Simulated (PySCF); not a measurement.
# A small calculation by hand: oscillator strength and radiative lifetime

Al(Et)(OH)(NH2) (C2H8AlNO), SMILES C[CH2][Al]([NH2])[OH].

Geometry optimised at PBE0-D3(BJ)/def2-SVP. The structure was generated by enumeration; whether it is a known compound was not checked. The values are those of a single conformer.

TDDFT-PBE/def2-SVPD (PySCF) puts the first singlet state with f over 0.02 at 4.99 eV (vertical), with the transition dipole (0.401, 0.258, -0.114) in atomic units.

Question: Find the oscillator strength, the wavelength and the radiative lifetime that this transition would have in vacuum if emission retraced absorption.

Answer: 
|μ|² = 0.2404 au, so |μ| = 1.25 D. ΔE = 4.99/27.211 = 0.1834 hartree. f = (2/3) ΔE |μ|² = 0.029 (the program prints 0.029).
λ = 1239.84/4.99 = 248 nm; ν = 40247 cm⁻¹.
Einstein's coefficient A = 0.6670 ν² f s⁻¹ (ν in cm⁻¹) = 3.2e7 s⁻¹, so τ = 1/A = 31 ns. This state is S1. The figure is the radiative limit of this one transition; relaxation, internal conversion, crossing to triplets and a medium change what is measured.
